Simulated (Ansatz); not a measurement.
Ansatz (a program for electronic structure) input file for GeH3O3, SMILES [OH][Ge]([OH])[OH] (connectivity only; charge and spin as stated), charge +1, multiplicity 1, PBE0/def2-SVPD. Geometry optimised at PBE-D3(BJ)/def2-SVP. The spin state was assumed, not searched. The isomer is the one that the SMILES or the coordinates give; other isomers of the formula were not compared. Other conformers were not sampled.

Ansatz 0.2 input:
```yaml
crystal:
  periodic: [false, false, false]
  atoms:
    - {symbol: O, position_ang: [-1.69906298, 0.03632138, 0.00000000]}
    - {symbol: Ge, position_ang: [0.01620424, -0.00248661, -0.00000000]}
    - {symbol: O, position_ang: [0.85934488, 1.50866813, 0.00000000]}
    - {symbol: O, position_ang: [0.60884284, -1.61997929, 0.00000000]}
    - {symbol: H, position_ang: [-2.09870114, 0.93618476, -0.00000001]}
    - {symbol: H, position_ang: [1.84304071, 1.48763579, -0.00000000]}
    - {symbol: H, position_ang: [1.58412680, -1.74433065, 0.00000000]}
basis:
  gaussian:
    orbitals: def2-SVPD
hamiltonian:
  xc: {name: PBE0}
total_charge: 1
```

Program output:

```
WARN ansatz: RAYON_NUM_THREADS=1 ignored (pool sized by the plan → 1); use --threads N
Functional definition: PBE0
integrals: 0.06 GiB planned
1191 factors; their error is unknown
mean field: 0.56 GiB planned
mean field evaluation 1: about -62653.2415 eV, gradient 1.2e2 eV
mean field evaluation 2: about -62601.1984 eV, gradient 2.0e2 eV
mean field evaluation 4: about -62675.9809 eV, gradient 1.5e1 eV
mean field evaluation 8: about -62676.3482 eV, gradient 2.4e-1 eV
mean field evaluation 16: about -62676.5453 eV, gradient 9.0e-5 eV
mean field -62676.54530536 eV, -2303.3205562836 hartree, gradient 9.0e-5 eV, S^2 0.000000; 0 other end points of the search recorded, 0 dependent functions left out
reference -62676.54534513 eV, -2303.3205577453 hartree; 29, 29 occupied and 102, 102 virtual orbitals, 1191 factors
Total energy: -62676.54534513 eV, -2303.3205577453 hartree
```

The run converged.

Cost: around 1.6 core-seconds (rough).
